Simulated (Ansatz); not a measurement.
Frontier orbitals of CH5AlN2O (`[OH][Al]1[NH]C[NH]1`).

| atom | x (Å) | y (Å) | z (Å) |
| --- | --- | --- | --- |
| O1 | -2.484 | -0.446 | -1.003 |
| Al2 | -0.949 | -0.168 | -0.370 |
| N3 | -0.239 | 0.418 | 1.137 |
| C4 | 1.102 | 0.242 | 0.568 |
| N5 | 0.773 | -0.268 | -0.769 |
| H6 | -2.693 | -0.754 | -1.880 |
| H7 | -0.346 | 1.034 | 1.919 |
| H8 | 1.652 | 1.194 | 0.522 |
| H9 | 1.703 | -0.479 | 1.142 |
| H10 | 1.482 | -0.772 | -1.266 |

The species carries charge 0 and has multiplicity 1. The structure was optimised at the PBE0-D4/def2-TZVP level. It is one conformer, not always the lowest. Basis def2-TZVPP, Ansatz.

| functional | HOMO (eV) | LUMO (eV) | gap (eV) |
| --- | --- | --- | --- |
| PBE | -5.07 | -1.00 | 4.07 |
| PBE0 | -6.39 | -0.16 | 6.23 |
| B3LYP | -6.18 | -0.48 | 5.70 |
| BHLYP | -7.64 | 0.51 | 8.15 |
| LC-ωPBE | -9.17 | 1.94 | 11.11 |
| ωB97X-V | -8.81 | 1.72 | 10.53 |
| ωB97M-V | -8.72 | 1.36 | 10.08 |

A quarter of exact exchange (PBE0) shifts PBE's HOMO by −1.31 eV and its LUMO by +0.83 eV; full exchange at long range (ωB97M-V) shifts them by −3.65 and +2.36 eV. The gap opens from 4.08 to 10.09 eV, since occupied levels lose self-interaction and empty ones feel all the electrons. A positive LUMO is unbound and depends on the basis.

B3LYP here is the variant with VWN-RPA as its local correlation; programs differ in this. LC-ωPBE has ω = 0.4 bohr⁻¹.
